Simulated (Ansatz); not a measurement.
One change: `BCBF` becomes `BCBC`.

Ansatz, PBE0-D4/def2-TZVP geometries, multiplicity 1. Each molecule was computed in one conformer, which needn't be the lowest.

| property | `BCBF` |
| --- | --- |
| HOMO energy (PBE/def2-TZVPP) / eV | -7.51 |
| LUMO energy (PBE/def2-TZVPP) / eV | -2.73 |
| size of the dipole moment (ωB97M-V/def2-TZVPP) / D | 1.16 |
| size of the dipole moment (B3LYP/def2-TZVPP) / D | 1.17 |
| size of the dipole moment (PBE/def2-TZVPP) / D | 1.11 |
| HOMO energy (B3LYP/def2-TZVPP) / eV | -8.76 |

(1) What does the change do to each property? (Estimate.)

Results:

(1) Computed: 
```csv
property,`BCBC`,shift
HOMO energy (PBE/def2-TZVPP) / eV,-7.33,0.18
LUMO energy (PBE/def2-TZVPP) / eV,-2.72,0.01
size of the dipole moment (ωB97M-V/def2-TZVPP) / D,0.80,-0.36
size of the dipole moment (B3LYP/def2-TZVPP) / D,0.79,-0.38
size of the dipole moment (PBE/def2-TZVPP) / D,0.88,-0.23
HOMO energy (B3LYP/def2-TZVPP) / eV,-8.50,0.26
```

The zero-point energy changes by 87.6 kJ/mol with +9 modes. Dipoles are sizes alone; their direction can turn.

B3LYP here is the variant with VWN-RPA as its local correlation; programs differ in this.
